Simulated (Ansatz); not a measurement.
A structure relaxed at PBE0-D4/def2-SVPD in Ansatz, charge -1, doublet:

Cartesian coordinates in Å:
```
Zr 0.725 -0.375 -0.007
S -1.674 -0.830 -0.277
S 1.823 0.468 1.787
S -0.875 0.737 -1.503
```

**Question.** Give its formula and point group.

**Answer.** the cluster ZrS₃⁻. Point group Cs (tolerance 0.1 Å).

**Question.** Summarise the bond lengths by kind (pairs closer than 1.2 times the sum of covalent radii, bridged metal pairs left out).

**Answer.** 3 × S–Zr 2.27 to 2.46 Å; 1 × S–S 2.14 Å. The metal has 3 neighbours: S 2.46 Å, S 2.27 Å, S 2.46 Å.

In the def2 sets Zr takes a core potential; there is no spin–orbit coupling. Another isomer (doublet) lies 0.50 eV lower at PBE0-D4/def2-TZVPD; other spin states weren't run for this one.
